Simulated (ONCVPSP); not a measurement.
**Transferability test, ONCV potential for Zr (Z = 40)**

zirconium, optimised norm-conserving Vanderbilt (ONCV), made with ONCVPSP 4.0.1 (PBE, fully relativistic). Core [Ar] 3d10, reference 4s2 4p6 4d2 5s1.75 5p0.25. Waves: 4s+5s: rc 2.30 bohr, ncon 4, nbas 7, qcut 6 1/bohr, 2 projectors; 4p+5p: rc 2.60 bohr, ncon 4, nbas 9, qcut 6.2 1/bohr, 2 projectors; 4d: rc 2.75 bohr, ncon 4, nbas 8, qcut 6.1 1/bohr, 2 projectors, debl 0.3 Ha. Local part: polynomial inside 2.25 bohr (lpopt 5, dvloc0 0 Ha). Core correction: Teter function, fcfact 5, rcfact 1.1.

Open shells are filled in proportion to 2j + 1.

Energies are relative to the spin-unpolarised reference configuration 4s2 4p6 4d2 5s1.75 5p0.25; without spin polarisation the order of configurations can differ from experiment.

| valence configuration | charge | ΔE all-electron (eV) | error AE − PS (meV) |
| --- | --- | --- | --- |
| 4s2 4p6 4d2 5s1 5p0 | +1 | 6.391 | -0.5 |
| 4s2 4p6 4d3 5s1 5p0 | 0 | 0.449 | +2.1 |

Problem. What are ΔE and the potential's error for 4s2 4p6 4d2 5s2 5p0?

Solution. ΔE = -0.746 eV all-electron; the error (AE − PS) is 0.0 meV.

Problem. What are ΔE and the potential's error for 4s2 4p6 4d2 5s0 5p0?

Solution. ΔE = 19.332 eV all-electron; the error (AE − PS) is -5.8 meV.
